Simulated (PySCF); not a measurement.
C3H9FOSi, SMILES O(C[SiH2]F)CC. Atoms are numbered in the order given.

```xyz
15

C      3.0919    -0.5486    -0.1437
C      1.8290     0.1274    -0.6155
O      1.0360     0.4350     0.5026
C     -0.2289     0.9807     0.1851
Si    -1.4592    -0.4497     0.2456
F     -2.9202     0.0377    -0.2926
H      3.6377     0.1032     0.5541
H      3.7493    -0.7781    -0.9950
H      2.8563    -1.4874     0.3788
H      2.0684     1.0567    -1.1729
H      1.2781    -0.5298    -1.3188
H     -0.4798     1.7406     0.9444
H     -0.2250     1.5030    -0.7906
H     -0.9936    -1.5637    -0.6275
H     -1.6208    -0.9249     1.6467
```

Geometry optimised at PBE0-D3(BJ)/def2-SVP. The structure was generated by enumeration, and PubChem lists no compound with its InChIKey, so it may never have been made. Other conformers were not sampled.

Two levels are set side by side: PBE/pcSseg-1 (PySCF) and B3LYP/pcSseg-1 (PySCF). GIAO shifts against CFCl3 (¹⁹F), H2O (¹⁷O), TMS (²⁹Si), TMS (¹H), TMS (¹³C) at the same level; non-relativistic, no solvent, atoms listed together averaged. Differences are taken from unrounded values.

| quantity | PBE |
|---|---|
| δ(¹³C) of C1 (ppm) | 19.4 |
| δ(¹³C) of C2 (ppm) | 75.3 |
| δ(¹⁷O) of O3 (ppm) | 10.0 |
| δ(¹³C) of C4 (ppm) | 61.9 |
| δ(²⁹Si) of Si5 (ppm) | -12.9 |
| δ(¹⁹F) of F6 (ppm) | -247.8 |
| δ(¹H) of H10, H11 (ppm) | 3.62 |
| δ(¹H) of H14, H15 (ppm) | 5.37 |

Task: These are the PBE values. What does B3LYP give? (The exact figures need the calculation; the answer reports its results.)

Result: 
| quantity | B3LYP | PBE minus B3LYP |
|---|---|---|
| δ(¹³C) of C1 (ppm) | 19.9 | -0.5 |
| δ(¹³C) of C2 (ppm) | 74.0 | 1.3 |
| δ(¹⁷O) of O3 (ppm) | 3.2 | 6.8 |
| δ(¹³C) of C4 (ppm) | 60.5 | 1.4 |
| δ(²⁹Si) of Si5 (ppm) | -16.2 | 3.4 |
| δ(¹⁹F) of F6 (ppm) | -227.0 | -20.8 |
| δ(¹H) of H10, H11 (ppm) | 3.50 | 0.12 |
| δ(¹H) of H14, H15 (ppm) | 5.12 | 0.25 |

Rough cost on one machine, each run with all the roots and properties that it gave: B3LYP against PBE within a factor of 2.
